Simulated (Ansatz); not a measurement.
Ansatz (a quantum-chemistry and plane-wave program) input (CCSD(T)/def2-SVP):

Ansatz 0.2 input:
```yaml
crystal:
  periodic: [false, false, false]
  atoms:
    - {symbol: As, position_ang: [-0.01946706, -0.02930590, 0.05119338]}
    - {symbol: H, position_ang: [-0.57983965, 1.11526124, -0.82569952]}
    - {symbol: H, position_ang: [1.22225249, -0.14816670, -0.86368213]}
basis:
  gaussian:
    orbitals: def2-SVP
total_charge: -1
magnetization: {spin_polarized: false}
correlation: {method: ccsd_t, electrons: outside_noble_gas}
```

End of the output:

```
integrals: 0.01 GiB planned
420 factors; integrals over basis functions are off by at most 1.0e-3 eV
mean field: 0.09 GiB planned
mean field evaluation 1: about -60818.3010 eV, gradient 1.2e1 eV
mean field evaluation 2: about -60818.3015 eV, gradient 1.2e1 eV
mean field evaluation 4: about -60818.7964 eV, gradient 1.3e0 eV
mean field evaluation 8: about -60818.8059 eV, gradient 7.9e-3 eV
mean field evaluation 16: about -60818.8047 eV, gradient 2.6e-1 eV
mean field -60818.80590197 eV, -2235.0498924302 hartree, gradient 1.7e-6 eV, S^2 0.000000; 0 other end points of the search recorded, 0 dependent functions left out
14 core orbitals not correlated
reference -60818.80590197 eV, -2235.0498924302 hartree; 4, 4 occupied and 24, 24 virtual orbitals, 420 factors
second order -3.31777674 eV of doubles, -0.00000000 eV of singles
coupled cluster: 0.05 GiB planned
cycle   1  -3.78558280 eV  change   -4.7e-1 eV  update   5.2e-2
cycle   2  -3.94320424 eV  change   -1.6e-1 eV  update   1.7e-2
cycle   3  -3.95023425 eV  change   -7.0e-3 eV  update   3.8e-3
cycle   4  -3.94997051 eV  change    2.6e-4 eV  update   1.1e-3
cycle   5  -3.94969876 eV  change    2.7e-4 eV  update   3.4e-4
cycle   6  -3.94969448 eV  change    4.3e-6 eV  update   8.7e-5
cycle   7  -3.94970913 eV  change   -1.5e-5 eV  update   2.2e-5
cycle   8  -3.94970550 eV  change    3.6e-6 eV  update   4.9e-6
perturbative correction -0.08927452 eV, -0.0032807782 hartree
Total energy: -60822.84488199 eV, -2235.1983222082 hartree
```

Whether it binds its extra electron was not tested at this geometry.
